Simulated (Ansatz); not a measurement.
Gas-phase electronic energies from Ansatz, PBE0-D4/def2-TZVP geometries. CCSD(T)/CBS is the MP2 limit (def2-TZVPP, def2-QZVPP) plus CCSD(T) − MP2 in def2-TZVPP, frozen cores. This one scheme is used for every species. DFT in def2-TZVPP. For Se outer-core shells are correlated without core-valence functions, which leaves a few kJ/mol of doubt a bond. Scalar relativity is left out up to krypton. Each species was taken in one conformer, which may not be the lowest.

Reaction (substitution at a C–Se bond): `N=C([SiH3])[SeH]` + HCl → `N=C([SiH3])Cl` + H₂Se

```tsv
species	r2SCAN energy (Eh)
`N=C([SiH3])[SeH]`	-2786.83394
HCl	-460.78587
`N=C([SiH3])Cl`	-844.88442
H₂Se	-2402.73603
```

Question: Work out ΔE.

Answer: ΔE = (-844.88442) + (-2402.73603) − (-2786.83394) − (-460.78587) = -0.00064 Eh = -0.02 eV. CCSD(T)/CBS gives +0.05 eV.

Largest T1 diagnostic among the species: 0.013.

The D4 term adds +0.05 eV with B3LYP and +0.03 eV with PBE0; it sums over pairs of atoms, weighted by their polarisabilities, and B3LYP, whose exchange is more repulsive, gets the larger term. In def2-TZVPP, CCSD(T) changes the Hartree–Fock value by +0.12 eV (the triples alone add +0.01 eV) and MP2 by +0.15 eV.

B3LYP here is the variant with VWN-RPA as its local correlation; programs differ in this.
